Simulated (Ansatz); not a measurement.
`O[SiH]1NP1` + H₂ → `N1[SiH2]P1` + H₂O at 298.15 K and 1 bar (hydrogenolysis of the Si–O bond).

Computed with Ansatz on PBE0-D4/def2-TZVP structures; ΔE is electronic, products minus reactants. CCSD(T)/CBS is the MP2 limit (def2-TZVPP, def2-QZVPP) plus CCSD(T) − MP2 in def2-TZVPP, frozen cores. This one scheme is used for every species. One conformer a species, not always the lowest.

```csv
species,CCSD(T)/CBS energy (Eh),H − E (kJ/mol),S (J/(mol·K))
`O[SiH]1NP1`,-762.33859,143.7,310.7
H₂,-1.17544,35.1,130.4
`N1[SiH2]P1`,-687.10203,122.9,281.9
H₂O,-76.37941,66.4,188.7
```

H − E and S are ideal-gas, rigid-rotor, harmonic terms from PBE0-D4/def2-TZVP, for one conformer and one mirror image of each species. The MP2-based limit puts H₂ 0.8 mEh under its directly extrapolated value; such offsets cancel only in part. 1 Eh = 2625.50 kJ/mol, R = 8.31446 J/(mol·K).

Task: By hand: ΔE, ΔH, ΔS and ΔG.

Result: ΔE = (-687.10203) + (-76.37941) − (-762.33859) − (-1.17544) = 0.03259 Eh = 85.6 kJ/mol. Δ(H − E) = 122.9 + 66.4 − 143.7 − 35.1 = 10.5, so ΔH = 96.1 kJ/mol. ΔS = 281.9 + 188.7 − 310.7 − 130.4 = 29.5 J/(mol·K). ΔG = 96.1 − 298.15 × (29.5)/1000 = 87.3 kJ/mol.

Task: By hand: the equilibrium constant, and the temperature at which ΔG would vanish if ΔH and ΔS stayed fixed.

Result: log₁₀ K = −ΔG/(RT ln 10) = -15.3. ΔG = 0 at ΔH/ΔS = 3258 K, far beyond where these terms or the molecules hold.

ΔH outweighs TΔS. A doubt of 5 kJ/mol in ΔE shifts log₁₀ K by 0.9 here. Other conformers and mirror images would add mixing entropy, several J/(mol·K) or more a flexible species. These are equilibria of isolated gas molecules and say nothing of rates. Largest T1 diagnostic: 0.015 (customary marks: 0.02 for closed shells, 0.045 for open ones).
